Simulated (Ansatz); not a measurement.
A structure relaxed at PBE-D4/def2-SVP in Ansatz, charge 0, septet:

```xyz
10

Ti   -0.532    0.251    1.721
Ti   -0.104    1.706   -0.400
Ti   -1.676   -0.387   -1.141
Ti    0.191    0.381   -2.600
Ti   -2.743    0.748    0.805
Ti    2.150    1.091   -1.443
Ti   -1.168   -1.937    0.896
Si    0.723   -0.871   -0.532
Si    1.243   -1.668    1.687
Si    1.916    0.686    1.007
```

**Question.** Give its formula.

**Answer.** the cluster Ti7Si3.

**Question.** Summarise the bond lengths by kind (pairs closer than 1.2 times the sum of covalent radii, bridged metal pairs left out).

**Answer.** 13 × Ti–Ti 2.38 to 3.15 Å; 11 × Si–Ti 2.48 to 2.81 Å; 3 × Si–Si 2.41 to 2.54 Å.

The charge 0 septet is spin-contaminated (final ⟨S²⟩ up to 12.21, 12.00 for a pure state). The relaxation made no stability test and no search for a lower SCF solution. No other spin state of charge 0 was run. Another isomer (septet) lies 0.23 eV lower at PBE0-D4/def2-SVP; other spin states weren't run for this one.
